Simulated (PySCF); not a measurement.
H4NOSi, ClH2NOSi, ClH4N2Si, H5N2OSi (calculated)

Calculation on a computer-drawn molecule: the log of a Hartree-Fock and frozen-core CCSD(T) single point meant for a local Hartree-Fock minimum, with one planted fault or none, to be diagnosed. Offsets are logged minus clean, where the clean run is the same molecule without the fault. The reference is restricted for singlets and unrestricted otherwise, and also for a bond in bohr or an excited solution. Adding or removing an electron swaps singlet and doublet. The excited solution moves the top pair (singlet) or top alpha electron (doublet) to the lowest empty orbital. Highest occupied and lowest empty are orbital energies over both spins, largest force is the largest gradient component, triples share is (T) over the correlation energy, the T1 limit is 0.02 restricted and 0.045 unrestricted, electrons count all cores, a negative frequency is imaginary (commonest isotopes), and the dipole is about the centre of nuclear charge. Program: PySCF 2.14.0.

Common to all runs: meant charge 0; meant basis cc-pV(D+d)Z; logged SCF converged yes; possible faults no fault, one electron removed, one electron added, multiplicity raised by two, geometry at a saddle point, SCF held on an excited solution, minimal basis STO-3G, one bond length entered in bohr, all coordinates scaled.

```yaml
- entry: 1
  formula: H4NOSi
  logged_structure:
    atoms_angstrom:
      - ["N", 0.3167, 2.1973, -0.769]
      - [Si, -1.1915, 1.4571, -0.3851]
      - [O, -1.176, -0.1146, -0.8975]
      - [H, 1.1588, 1.8626, -0.3372]
      - [H, 0.3492, 3.1971, -0.8529]
      - [H, -2.221, 2.2731, -1.0854]
      - [H, -0.8211, -0.2871, -1.7589]
  given:
    meant_multiplicity: 2
    logged_electrons: 33
    logged_basis_functions: 23
    logged_spin_squared: 0.7525
    "logged_highest_occupied [eV]": -5.7454
    "logged_lowest_empty [eV]": 6.3615
    "logged_largest_force [hartree/bohr]": 0.043214
    logged_T1_diagnostic: 0.015222
    logged_D1_diagnostic: 0.078992
    logged_triples_share: 0.017849
    logged_CC_converged: "yes"
    "logged_dipole_magnitude [debye]": 1.5394
    logged_SCF_stable_within_its_kind: "yes"
    "logged_energy_HF [hartree]": -415.47253
    "logged_energy_CCSD(T) [hartree]": -415.61117
    drawn_bonds_atom: [1, 2, 1, 1, 2, 3]
    drawn_bonds_other_atom: [2, 3, 4, 5, 6, 7]
    drawn_bonds_order: [1, 1, 1, 1, 1, 1]
  results:
    planted_fault: "minimal basis STO-3G"
    "HF_energy_offset_from_clean_run [kcal/mol]": 3225
    "CCSD(T)_energy_offset_from_clean_run [kcal/mol]": 3439
- entry: 2
  formula: ClH2NOSi
  logged_structure:
    atoms_angstrom:
      - ["N", -3.1516, -0.5538, -2.3081]
      - [Si, -2.5002, -0.2289, -0.8186]
      - [O, -2.2891, -1.1776, 0.3109]
      - [Cl, -2.0198, 1.7391, -0.7807]
      - [H, -3.4629, -1.4746, -2.5514]
      - [H, -3.272, 0.1238, -3.034]
  given:
    meant_multiplicity: 1
    logged_electrons: 48
    logged_basis_functions: 84
    logged_spin_squared: 0.0
    "logged_highest_occupied [eV]": -4.0408
    "logged_lowest_empty [eV]": -5.4931
    "logged_largest_force [hartree/bohr]": 0.22305
    logged_CC_converged: "no"
    "logged_dipole_magnitude [debye]": 4.2741
    logged_SCF_stable_within_its_kind: "no"
    "logged_energy_HF [hartree]": -878.39923
    drawn_bonds_atom: [1, 2, 2, 1, 1]
    drawn_bonds_other_atom: [2, 3, 4, 5, 6]
    drawn_bonds_order: [1, 2, 1, 1, 1]
  results:
    planted_fault: "SCF held on an excited solution"
    "HF_energy_offset_from_clean_run [kcal/mol]": 387.8
  notes: ["CCSD not converged"]
- entry: 3
  formula: ClH2NOSi
  logged_structure:
    atoms_angstrom:
      - ["N", -3.1516, -0.5538, -2.3081]
      - [Si, -2.5002, -0.2289, -0.8186]
      - [O, -2.2891, -1.1776, 0.3109]
      - [Cl, -2.0198, 1.7391, -0.7807]
      - [H, -3.4629, -1.4746, -2.5514]
      - [H, -3.272, 0.1238, -3.034]
  given:
    meant_multiplicity: 1
    logged_electrons: 49
    logged_basis_functions: 84
    logged_spin_squared: 0.7563
    "logged_highest_occupied [eV]": 1.6572
    "logged_lowest_empty [eV]": 8.8403
    "logged_largest_force [hartree/bohr]": 0.12042
    logged_T1_diagnostic: 0.084533
    logged_D1_diagnostic: 0.58933
    logged_triples_share: 0.028986
    logged_CC_converged: "yes"
    "logged_dipole_magnitude [debye]": 5.3348
    logged_SCF_stable_within_its_kind: "yes"
    "logged_energy_HF [hartree]": -878.92413
    "logged_energy_CCSD(T) [hartree]": -879.56066
    drawn_bonds_atom: [1, 2, 2, 1, 1]
    drawn_bonds_other_atom: [2, 3, 4, 5, 6]
    drawn_bonds_order: [1, 2, 1, 1, 1]
  results:
    planted_fault: "one electron added"
    "HF_energy_offset_from_clean_run [kcal/mol]": 58.47
    "CCSD(T)_energy_offset_from_clean_run [kcal/mol]": 48.98
  notes: ["T1 above single-reference limit", "highest electron not bound in this basis"]
- entry: 4
  formula: ClH4N2Si
  logged_structure:
    atoms_angstrom:
      - ["N", -2.065, 1.2811, -2.548]
      - [Si, -1.1171, 0.9202, -1.1779]
      - ["N", 0.1418, 2.0748, -1.123]
      - [Cl, -0.1297, -0.9379, -1.2284]
      - [H, -1.205, 1.5943, -4.2123]
      - [H, -2.9453, 0.8205, -2.6799]
      - [H, -0.0959, 3.0495, -1.1119]
      - [H, 0.9601, 1.8953, -0.5724]
  given:
    meant_multiplicity: 2
    logged_electrons: 49
    logged_basis_functions: 94
    logged_spin_squared: 1.3701
    "logged_highest_occupied [eV]": -9.2814
    "logged_lowest_empty [eV]": 1.5502
    "logged_largest_force [hartree/bohr]": 0.026512
    logged_T1_diagnostic: 0.049208
    logged_D1_diagnostic: 0.29441
    logged_triples_share: 0.032009
    logged_CC_converged: "yes"
    "logged_dipole_magnitude [debye]": 2.1916
    logged_SCF_stable_within_its_kind: "yes"
    "logged_energy_HF [hartree]": -859.62735
    "logged_energy_CCSD(T) [hartree]": -860.23636
    drawn_bonds_atom: [1, 2, 2, 1, 1, 3, 3]
    drawn_bonds_other_atom: [2, 3, 4, 5, 6, 7, 8]
    drawn_bonds_order: [1, 1, 1, 1, 1, 1, 1]
  results:
    planted_fault: "one bond length entered in bohr, row 4 of the drawn bonds"
    "HF_energy_offset_from_clean_run [kcal/mol]": 80.27
    "CCSD(T)_energy_offset_from_clean_run [kcal/mol]": 80.86
  notes: ["T1 above single-reference limit"]
- entry: 5
  formula: ClH4N2Si
  logged_structure:
    atoms_angstrom:
      - ["N", -2.065, 1.2811, -2.548]
      - [Si, -1.1171, 0.9202, -1.1779]
      - ["N", 0.1418, 2.0748, -1.123]
      - [Cl, -0.1297, -0.9379, -1.2284]
      - [H, -1.6099, 1.4468, -3.4287]
      - [H, -2.9453, 0.8205, -2.6799]
      - [H, -0.0959, 3.0495, -1.1119]
      - [H, 0.9601, 1.8953, -0.5724]
  given:
    meant_multiplicity: 2
    logged_electrons: 49
    logged_basis_functions: 94
    logged_spin_squared: 0.7546
    "logged_highest_occupied [eV]": -8.6621
    "logged_lowest_empty [eV]": 2.1302
    "logged_largest_force [hartree/bohr]": 2.9101e-05
    "logged_lowest_frequency [cm^-1]": 204.67
    logged_T1_diagnostic: 0.012937
    logged_D1_diagnostic: 0.059288
    logged_triples_share: 0.0248
    logged_CC_converged: "yes"
    "logged_dipole_magnitude [debye]": 2.5205
    logged_SCF_stable_within_its_kind: "yes"
    "logged_energy_HF [hartree]": -859.75527
    "logged_energy_CCSD(T) [hartree]": -860.36521
    drawn_bonds_atom: [1, 2, 2, 1, 1, 3, 3]
    drawn_bonds_other_atom: [2, 3, 4, 5, 6, 7, 8]
    drawn_bonds_order: [1, 1, 1, 1, 1, 1, 1]
  results:
    planted_fault: "no fault"
    "HF_energy_offset_from_clean_run [kcal/mol]": 0.0
    "CCSD(T)_energy_offset_from_clean_run [kcal/mol]": 0.0
- entry: 6
  formula: H5N2OSi
  logged_structure:
    atoms_angstrom:
      - ["N", -1.6745, -0.9643, 1.3514]
      - [Si, -1.0677, 0.6063, 0.9891]
      - ["N", -2.3716, 1.6669, 1.3394]
      - [O, 0.3224, 0.7847, 1.8754]
      - [H, -2.5545, -1.2342, 0.9517]
      - [H, -1.0363, -1.7383, 1.3287]
      - [H, -2.3191, 2.6274, 1.0581]
      - [H, -2.8614, 1.5795, 2.2126]
      - [H, 0.2731, 0.5842, 2.8004]
  given:
    meant_multiplicity: 2
    logged_electrons: 41
    logged_basis_functions: 90
    logged_spin_squared: 0.7531
    "logged_highest_occupied [eV]": -8.3762
    "logged_lowest_empty [eV]": 2.7184
    "logged_largest_force [hartree/bohr]": 1.1362e-05
    "logged_lowest_frequency [cm^-1]": 161.67
    logged_T1_diagnostic: 0.01322
    logged_D1_diagnostic: 0.053383
    logged_triples_share: 0.023308
    logged_CC_converged: "yes"
    "logged_dipole_magnitude [debye]": 1.7727
    logged_SCF_stable_within_its_kind: "yes"
    "logged_energy_HF [hartree]": -475.68489
    "logged_energy_CCSD(T) [hartree]": -476.33949
    drawn_bonds_atom: [1, 2, 2, 1, 1, 3, 3, 4]
    drawn_bonds_other_atom: [2, 3, 4, 5, 6, 7, 8, 9]
    drawn_bonds_order: [1, 1, 1, 1, 1, 1, 1, 1]
  results:
    planted_fault: null
```

**Q.** Which fault was planted in the run of H5N2OSi (entry 6)?
**A.** no fault

Further results for H5N2OSi (entry 6):

| Property | Result |
| --- | --- |
| HF energy offset from clean run | 0 kcal/mol |
| CCSD(T) energy offset from clean run | 0 kcal/mol |
